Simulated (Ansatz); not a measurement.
`F[SiH](F)S[SiH3]` and `N[SiH](F)F` differ in one atom or group.

Ansatz, PBE0-D4/def2-TZVP geometries, multiplicity 1. Each molecule was computed in one conformer, which needn't be the lowest.

```
                                          property  `F[SiH](F)S[SiH3]`
               LUMO energy (B3LYP/def2-TZVPP) / eV               -0.50
size of the dipole moment (ωB97M-V/def2-TZVPP) / D                0.90
             LUMO energy (ωB97M-V/def2-TZVPP) / eV                1.48
             HOMO–LUMO gap (B3LYP/def2-TZVPP) / eV                7.34
                 LUMO energy (PBE/def2-TZVPP) / eV               -1.18
           HOMO–LUMO gap (ωB97M-V/def2-TZVPP) / eV               11.75
```

Question: What does the change do to each property? (An estimate is asked.)

Answer: The calculation gave: 
```
                                          property  `N[SiH](F)F`  shift
               LUMO energy (B3LYP/def2-TZVPP) / eV          0.37   0.87
size of the dipole moment (ωB97M-V/def2-TZVPP) / D          2.53   1.63
             LUMO energy (ωB97M-V/def2-TZVPP) / eV          2.15   0.67
             HOMO–LUMO gap (B3LYP/def2-TZVPP) / eV          8.48   1.14
                 LUMO energy (PBE/def2-TZVPP) / eV         -0.09   1.09
           HOMO–LUMO gap (ωB97M-V/def2-TZVPP) / eV         12.96   1.21
```

With PBE0 the HOMO falls by 0.28 eV and the LUMO rises by 1.04 eV, so the gap widens by about 1.32 eV. PBE moves the HOMO by 0.03 eV and ωB97M-V by -0.54 eV. Dipoles are sizes alone; their direction can turn.

B3LYP here is the variant with VWN-RPA as its local correlation; programs differ in this.
